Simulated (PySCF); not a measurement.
**Calculated NMR parameters of C=N/C=C1/C(=C)C=C1C#N**

```yaml
Formula: C8H6N2
SMILES: C=N/C=C1/C(=C)C=C1C#N
InChI: InChI=1S/C8H6N2/c1-6-3-7(4-9)8(6)5-10-2/h3,5H,1-2H2/b8-5-
Point_group_of_the_computed_structure: Cs
Degrees_of_unsaturation: 7
Carbon_signals: 8
Proton_signals: 6
```

Atoms are numbered as in `[CH2:1]=[N:2]/[CH:3]=[C:4]1/[C:5](=[CH2:6])[CH:7]=[C:8]1[C:9]#[N:10]`. Hydrogens are named by the atom that carries them. Ha(C1) is cis to C3; Ha(C6) is cis to C4; Hb(C1) is trans to C3; Hb(C6) is trans to C4.

[PySCF: GFN2-xTB structure; σ from GIAO-PBE0/pcSseg-1; non-relativistic; no solvent; single conformer]

Chemical shifts δ = σref − σ; 1H (σref 31.72), 13C (σref 186.93) vs TMS; 15N (σref 267.73) against NH3, all at this level.

```tsv
carbon	δC, type	δH (multiplicity)	HMBC from (2–3 bonds)	span of the C tensor (ppm)
C1	157.7, CH2	Hb(C1) 7.41 (d); Ha(C1) 7.72 (d)	H(C3)	182
C3	131.6, CH	6.76 (s)	Ha(C1), Hb(C1)	132
C4	150.1, C	–	H(C7), H(C3), Ha(C6), Hb(C6)	171
C5	152.4, C	–	H(C7), H(C3), Ha(C6), Hb(C6)	213
C6	110.0, CH2	Ha(C6) 5.43 (m); Hb(C6) 5.40 (m)	H(C7)	185
C7	164.1, CH	7.52 (s)	Ha(C6), Hb(C6)	227
C8	135.4, C	–	H(C7), H(C3)	196
C9	117.4, C	–	H(C7)	342
```

Other nuclei:
```csv
atoms,nucleus,environment,δ (ppm),σ (ppm)
N2,15N,imine nitrogen,388.2,-120.4
N10,15N,nitrile nitrogen,345.5,-77.8
```

1. Carbon types of the structure: 4 × C, 2 × CH, 2 × CH2, which accounts for all hydrogens.
2. δC 164.1, 131.6: alkene CH; as expected for a trigonal carbon in a double bond.
3. δC 157.7: C=N carbon.
4. δC 152.4, 150.1, 135.4: fully substituted alkene carbon; as expected for a trigonal carbon in a double bond.
5. δC 117.4: nitrile carbon; C≡N carbons fall here, among the sp2 signals but without a proton.
6. δC 110.0: terminal =CH2 carbon; as expected for a trigonal carbon in a double bond.

Shifts are as computed. Against solution values, carbons near 30 ppm lie about +3 ppm off and those near 130 ppm about +5 ppm. Of 1211 compounds with measured shifts, 218 miss one by over three times the rms of a fit or turn the order of signals round; such compounds aren't used in these exercises. Experimental scales use liquid or dissolved standards, which lie at an offset from isolated NH3 (liquid NH3: subtract about 20 ppm). Unscaled 15N shifts of sp2 nitrogen come out 20 to 40 ppm too high even then. Multiplicities follow the n + 1 count of equivalent neighbours, as no J values were calculated; m marks all less simple cases, F and P coupling included.
